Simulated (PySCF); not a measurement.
Job for PySCF: R-M06-2X/def2-TZVPPD on CH4O (SMILES CO).

```python
from pyscf import gto, dft

mol = gto.M(
    atom='''
    C    -0.15652583    0.48939486    0.21188033
    O    -0.17822663   -0.76300003    0.90543363
    H    -0.03892973    0.33832945   -0.86339618
    H     0.70400718    1.03688556    0.58944981
    H    -1.06008183    1.07226993    0.40661723
    H    -0.93561465   -1.27924997    0.60774502
    ''',
    basis='def2-tzvppd',
    charge=0, spin=0, verbose=4, max_memory=1800)
mf = dft.RKS(mol, xc='m062x').density_fit(auxbasis='def2-universal-jkfit')
mf.grids.level = 4
mf.conv_tol = 1e-9
mf.max_cycle = 150
mf.kernel()
mf.dip_moment()
```

Problem. Give the final energy of this run.

Solution. -115.7190 hartree.
